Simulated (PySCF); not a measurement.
## Polarisability and C₆ of Re (rhenium, neutral)

[Xe] 4f14 5d6 6s1, high-spin 6D determinant (an excited configuration). All numbers are calculated (PySCF 2.14, a scalar-relativistic core potential, in def2-QZVPPD with the def2 core potential (60 electrons) (7s6p4d4f2g, 91 functions)). Coupled (time-dependent) response in atomic units; α is the mean over directions.

```
method  mean α (bohr³)         α xx, yy, zz  C₆ (like pair)  S(−4)
   UHF           70.63  71.71, 71.71, 68.48           760.8   2715
   PBE           55.43  57.73, 57.73, 50.85           580.9   1567
  PBE0           56.70  58.59, 58.59, 52.91           598.2   1525
```

S(−4) is the Cauchy moment in α(ω) = α(0) + S(−4) ω² + …

Spin-orbit coupling is absent.

α(iu) at PBE0:

```json
{"u (hartree)": "0", "α(iu) (bohr³)": "56.70"}
{"u (hartree)": "0.0500", "α(iu) (bohr³)": "53.23"}
{"u (hartree)": "0.100", "α(iu) (bohr³)": "45.66"}
{"u (hartree)": "0.200", "α(iu) (bohr³)": "31.44"}
{"u (hartree)": "0.300", "α(iu) (bohr³)": "22.62"}
{"u (hartree)": "0.500", "α(iu) (bohr³)": "13.80"}
{"u (hartree)": "0.750", "α(iu) (bohr³)": "8.881"}
{"u (hartree)": "1.00", "α(iu) (bohr³)": "6.321"}
{"u (hartree)": "1.50", "α(iu) (bohr³)": "3.744"}
{"u (hartree)": "2.00", "α(iu) (bohr³)": "2.492"}
{"u (hartree)": "3.00", "α(iu) (bohr³)": "1.329"}
{"u (hartree)": "5.00", "α(iu) (bohr³)": "0.5520"}
```

A single London oscillator, α(iu) = α/(1 + u²/ω²), gives C₆ = (3/4) ω α². Matching the computed C₆ needs ω = 4 × 598.2 / (3 × 56.70²) = 0.248 hartree.

The components differ because the open shell of this determinant is not spherical; for a pure term their mean is the scalar polarisability.

Energies and moments cover only the electrons outside the core potential. Spin-orbit coupling, absent here, splits the open shell strongly.
